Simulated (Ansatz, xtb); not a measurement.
# BrClFH2Si2+: which of two isomers lies lower

We compare I, `F[SiH2][Si+](Cl)Br`, a singlet, with II, `F[Si+](Br)[SiH2]Cl`, a singlet. Both are isolated ions in the gas phase, relaxed with r2SCAN-D4/def2-SVP; the shapes shown needn't be the lowest conformers.

I (Å):

```xyz
7

Br   -4.0819    0.1972   -0.2896
Cl   -0.8554    1.3989    0.4549
F     0.6707   -1.4749   -1.3064
Si   -0.8734   -1.8539   -1.5394
Si   -1.9549   -0.0223   -0.4191
H    -1.2970   -3.0615   -0.7965
H    -1.2957   -1.7415   -2.9531
```

II (Å):

```xyz
7

Br    0.9551   -2.5678    0.3804
Cl   -0.6270    2.6796    1.1846
F    -1.3968   -0.5752   -0.1744
Si    0.0356   -0.6490    0.5104
Si    0.8722    1.3617    1.5351
H     2.1243    1.6185    0.7840
H     1.0414    0.9637    2.9531
```

Task: Estimate E(II) − E(I) at the level CCSD(T)/def2-SVP + ΔMP2/def2-TZVPP.

Result: Too close to call at this level: CCSD(T)/def2-SVP + ΔMP2/def2-TZVPP gives E(II) − E(I) = +1.68 kcal/mol.

Level by level:

```tsv
level	geometry	E(II) − E(I) (kcal/mol)	departure from the last row (kcal/mol)	job, with rough time for the two
GFN2-xTB	GFN2-xTB	+6.44	+4.76	optimisation, 0.4 s
HF/STO-3G	GFN2-xTB	−4.71	−6.39	single point, 0.78 s
r2SCAN-D4/def2-SVP//GFN2-xTB	GFN2-xTB	+3.77	+2.09	single point, 3.6 s
r2SCAN-D4/def2-SVP	r2SCAN-D4/def2-SVP	+1.53	−0.16	optimisation, 1.9 min
HF/def2-SVP	r2SCAN-D4/def2-SVP	+2.21	+0.53	part of the CCSD(T) run
MP2/def2-SVP	r2SCAN-D4/def2-SVP	+2.00	+0.31	part of the CCSD(T) run
CCSD(T)/def2-SVP	r2SCAN-D4/def2-SVP	+2.06	+0.38	single point
CCSD(T)/def2-SVP + ΔMP2/def2-TZVPP	r2SCAN-D4/def2-SVP	+1.68		single point, 49 s
```

As drawn, both hold the same kinds of bond in the same numbers.

HF/STO-3G puts the two in the other order. The largest departure from CCSD(T)/def2-SVP + ΔMP2/def2-TZVPP is that of HF/STO-3G, 6.39 kcal/mol. The last row adds to CCSD(T) the change of the MP2 difference between the two basis sets, here −0.38 kcal/mol.

With harmonic frequencies from r2SCAN-D4/def2-SVP (ideal gas, rigid rotor, one conformer each, 298.15 K, 1 atm): on the last row, ΔE + ΔZPE = +1.56 kcal/mol. A mode under 50 cm⁻¹ makes harmonic enthalpies and free energies unreliable, so none is given.

The correlated steps freeze 25 core orbitals; the filled d shell of Br is correlated, in a basis made for valence electrons. Programs: Ansatz 0.2.0, xtb 6.7.1; the last row on 2 threads of Intel(R) Xeon(R) Platinum 8375C CPU @ 2.90GHz (Ice Lake) on a shared host.
